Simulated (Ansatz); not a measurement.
Reaction (isomerisation): `CC#CBO` → `BC1=CCO1`

Program: Ansatz. Geometries: PBE0-D4/def2-TZVP. ΔE: electronic, gas phase. CBS: MP2 limit from def2 TZ/QZ plus the TZ coupled-cluster correction, frozen cores. Functionals use def2-TZVPP. Each species was taken in one conformer, which may not be the lowest.

CCSD(T)/CBS gives +2.71 eV.

**Question.** Another level gave +2.61 eV. Which?
A. CCSD(T)/def2-TZVPP
B. HF/def2-TZVPP
C. BHLYP/def2-TZVPP
D. B97M-V/def2-TZVPP

**Answer.** D. B97M-V 2.61, CCSD(T)/def2-TZVPP 2.68, HF/def2-TZVPP 2.90, BHLYP 2.76 eV.

Largest T1 diagnostic among the species: 0.014.

From PBE to PBE0 (25 % exact exchange), in def2-TZVPP and without D4, ΔE moves by +0.05 eV. In def2-TZVPP, CCSD(T) changes the Hartree–Fock value by −0.22 eV (the triples alone add −0.05 eV) and MP2 by −0.09 eV.
